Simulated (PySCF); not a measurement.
C8H9, SMILES Cc1[c]cc(C)cc1 (connectivity only; charge and spin as stated), charge +1, multiplicity 1.

Geometry: PBE0-D3(BJ)/def2-SVP. The spin state was assumed, not searched. The isomer is the one that the SMILES or the coordinates give; other isomers of the formula were not compared.

Level of theory: PBE0-D3(BJ)/def2-SVP in PySCF 2.14.0.

Frequencies are harmonic and unscaled.

```
mode  ν (cm⁻¹)  IR (km/mol)  moving atoms (share of kinetic energy)
----  --------  -----------  --------------------------------------
1           33          0.7                                  H 97 %
2           55          0.3                                  H 95 %
3          130          1.6                          C 73 %, H 27 %
4          220          0.7                          C 80 %, H 20 %
5          254          4.3                          C 71 %, H 29 %
6          345         13.7                          C 84 %, H 16 %
7          387          3.7                          C 70 %, H 30 %
8          395          2.1                          C 69 %, H 31 %
9          474          7.3                          C 66 %, H 34 %
10         556         12.2                          C 62 %, H 38 %
11         671          3.1                           C 92 %, H 8 %
12         692          0.1                          C 53 %, H 47 %
13         719          5.5                          C 88 %, H 12 %
14         779          5.3                          C 78 %, H 22 %
15         789         52.2                          H 78 %, C 22 %
16         932          2.2                          C 58 %, H 42 %
17         954          0.3                          H 74 %, C 26 %
18         978          3.3                          C 50 %, H 50 %
19        1002          1.5                          H 69 %, C 31 %
20        1027          0.5                          H 66 %, C 34 %
21        1039         16.0                          H 63 %, C 37 %
22        1098         42.3                          H 56 %, C 44 %
23        1128          5.0                          H 66 %, C 34 %
24        1206         22.9                          H 50 %, C 50 %
25        1260          3.9                          H 65 %, C 35 %
26        1295         14.0                          C 83 %, H 17 %
27        1378          1.7                          H 62 %, C 38 %
28        1383          3.0                          H 79 %, C 21 %
29        1393         23.5                          C 66 %, H 34 %
30        1427         31.1                          H 81 %, C 19 %
31        1441         10.8                                  H 96 %
32        1445         20.3                                  H 93 %
33        1451         28.3                          H 89 %, C 11 %
34        1494          1.3                          C 71 %, H 29 %
35        1550         48.5                          C 86 %, H 14 %
36        1873         48.7                                  C 98 %
37        3068          3.3                                  H 97 %
38        3081          2.8                                  H 97 %
39        3164          1.6                           H 91 %, C 9 %
40        3175         38.1                           H 92 %, C 8 %
41        3181          3.8                          H 90 %, C 10 %
42        3193          1.1                          H 90 %, C 10 %
43        3213          3.2                          H 90 %, C 10 %
44        3242        103.7                           H 91 %, C 9 %
45        3244          4.7                           H 91 %, C 9 %
```
